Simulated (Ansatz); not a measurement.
The same molecule with X = O, S, Se. Ansatz, PBE0-D4/def2-TZVP geometries, multiplicity 1. Each molecule was computed in one conformer, which needn't be the lowest.

Scalar relativity is left out up to krypton.

| X | molecule | mean X–Ga bond length / Å | mean X–H bond length / Å | HOMO energy (ωB97M-V/def2-TZVPP) / eV | size of the dipole moment (PBE/def2-TZVPP) / D | size of the dipole moment (ωB97M-V/def2-TZVPP) / D |
| --- | --- | --- | --- | --- | --- | --- |
| O | `[OH2+][Ga-]([F])([F])[F]` | 2.043 | 0.966 | -13.31 | 4.83 | 4.91 |
| Se | `[F][Ga-]([F])([F])[SeH2+]` | 2.597 | 1.470 | -11.68 | 5.24 | 5.30 |

Problem. Give the row for X = S, `[F][Ga-]([F])([F])[SH2+]`. (Best estimate.)

Solution. Computed: 
```
X                    molecule  mean X–Ga bond length / Å  mean X–H bond length / Å  HOMO energy (ωB97M-V/def2-TZVPP) / eV  size of the dipole moment (PBE/def2-TZVPP) / D  size of the dipole moment (ωB97M-V/def2-TZVPP) / D
S  `[F][Ga-]([F])([F])[SH2+]`                      2.487                     1.346                                 -12.18                                            4.97                                                5.04
```

From O to Se the mean X–Ga bond length rises at each step, by 0.554 Å in all; the mean X–H bond length rises at each step, by 0.504 Å in all; the HOMO energy (ωB97M-V/def2-TZVPP) rises at each step, by 1.63 eV in all. Bonds lengthen as the atom grows down the group. Dipoles are sizes alone, and their direction can turn along the series.

Spin–orbit coupling is left out; it splits and shifts lone-pair levels of the heavy atoms by tenths of an eV.
